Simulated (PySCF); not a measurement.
# CAM-B3LYP on Kr(2+) (krypton, charge +2)

Configuration: [Ar] 3d10 4s2 4p3 5s1, high-spin 5S determinant (an excited configuration). Computed with PySCF 2.14 in x2c-QZVPPall with one added diffuse shell each of s, p, d, f type (12s9p6d5f1g, 113 functions), with scalar relativity by spin-free X2C-1e.

```json
{
 "Total energy": "-2788.216 hartree",
 "One-electron energy": "-3835.602 hartree",
 "Hartree (Coulomb) energy": "1143.929 hartree",
 "Exchange-correlation energy": "-96.542 hartree",
 "⟨S²⟩": "6.0002",
 "⟨L²⟩": "0.000",
 "Sum of ⟨r⟩": "22.81 bohr",
 "Sum of ⟨r²⟩": "35.75 bohr²",
 "Langevin diamagnetic susceptibility": "-28.3 ×10⁻⁶ cm³/mol",
 "Time after the integrals": "of the order of 12 core-seconds"
}
```

```csv
shell,electrons,mean orbital energy (eV),"rms radius, mean of both spins (bohr)"
1s α,1,-14229.5,0.0478
1s β,1,-14229.2,0.0478
2s α,1,-1916.4,0.199
2s β,1,-1916.2,0.199
2p α,3,-1698.1,0.177
2p β,3,-1697.7,0.177
3s α,1,-306.04,0.568
3s β,1,-305.48,0.568
3p α,3,-236.00,0.584
3p β,3,-235.36,0.584
3d α,5,-119.80,0.613
3d β,5,-119.22,0.613
4s α,1,-57.010,1.57
4s β,1,-52.217,1.57
4p α,3,-39.978,1.79
5s α,1,-16.772,3.80
```

The outer electron is Rydberg-like, and this basis confines it to a smaller radius and binds it less than a complete one would.

Densities and radii are taken from the X2C orbitals without a picture-change correction, which distorts them close to the nucleus.
